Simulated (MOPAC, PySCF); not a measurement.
AlBr2Cl, SMILES `[Br][Al]([Cl])[Br]`, neutral singlet in the gas phase. 

Z-matrix (Å, degrees):
```
Al
Cl 1 2.0775
Br 1 2.2331 2 119.86
Br 1 2.2335 2 119.64 3 -179.87
```
Charge 0, multiplicity 1.

All levels are single points at this geometry (TPSSh-D3(BJ)/def2-TZVP); Pople sets use spherical d functions. Orbital energies aren't observables, and empty levels follow the basis.

```json
[
 {"level": "PBE-D3(BJ)/def2-TZVP in PySCF", "HOMO (eV)": "-7.48", "LUMO (eV)": "-2.34", "gap (eV)": "5.15", "dipole (D)": "0.19", "vertical IE, Delta-SCF (eV)": "–"},
 {"level": "TPSSh-D3(BJ)/def2-TZVP in PySCF", "HOMO (eV)": "-8.11", "LUMO (eV)": "-1.81", "gap (eV)": "6.30", "dipole (D)": "0.17", "vertical IE, Delta-SCF (eV)": "–"},
 {"level": "B3LYP/3-21G in PySCF", "HOMO (eV)": "-8.41", "LUMO (eV)": "-1.94", "gap (eV)": "6.47", "dipole (D)": "0.85", "vertical IE, Delta-SCF (eV)": "–"},
 {"level": "B3LYP/6-31G* in PySCF", "HOMO (eV)": "-8.47", "LUMO (eV)": "-1.83", "gap (eV)": "6.63", "dipole (D)": "0.26", "vertical IE, Delta-SCF (eV)": "10.65"},
 {"level": "B3LYP/LANL2DZ in PySCF", "HOMO (eV)": "-8.74", "LUMO (eV)": "-2.27", "gap (eV)": "6.47", "dipole (D)": "0.45", "vertical IE, Delta-SCF (eV)": "–"},
 {"level": "M06-2X/6-31G* in PySCF", "HOMO (eV)": "-10.03", "LUMO (eV)": "-0.98", "gap (eV)": "9.05", "dipole (D)": "0.19", "vertical IE, Delta-SCF (eV)": "–"},
 {"level": "SVWN5/6-31G* in PySCF", "HOMO (eV)": "-7.61", "LUMO (eV)": "-2.68", "gap (eV)": "4.93", "dipole (D)": "0.24", "vertical IE, Delta-SCF (eV)": "10.44"},
 {"level": "HF/3-21G in PySCF", "HOMO (eV)": "-11.75", "LUMO (eV)": "1.00", "gap (eV)": "12.75", "dipole (D)": "0.75", "vertical IE, Delta-SCF (eV)": "–"},
 {"level": "HF/6-31G* in PySCF", "HOMO (eV)": "-11.75", "LUMO (eV)": "1.36", "gap (eV)": "13.11", "dipole (D)": "0.23", "vertical IE, Delta-SCF (eV)": "10.94"},
 {"level": "HF/STO-3G in PySCF", "HOMO (eV)": "-8.99", "LUMO (eV)": "6.03", "gap (eV)": "15.02", "dipole (D)": "0.71", "vertical IE, Delta-SCF (eV)": "–"},
 {"level": "PM3 in MOPAC", "HOMO (eV)": "-12.02", "LUMO (eV)": "-4.01", "gap (eV)": "8.01", "dipole (D)": "2.50", "vertical IE, Delta-SCF (eV)": "–"},
 {"level": "PM6 in MOPAC", "HOMO (eV)": "-11.08", "LUMO (eV)": "-0.38", "gap (eV)": "10.69", "dipole (D)": "0.64", "vertical IE, Delta-SCF (eV)": "–"},
 {"level": "PM7 in MOPAC", "HOMO (eV)": "-10.19", "LUMO (eV)": "-1.43", "gap (eV)": "8.76", "dipole (D)": "0.67", "vertical IE, Delta-SCF (eV)": "–"}
]
```
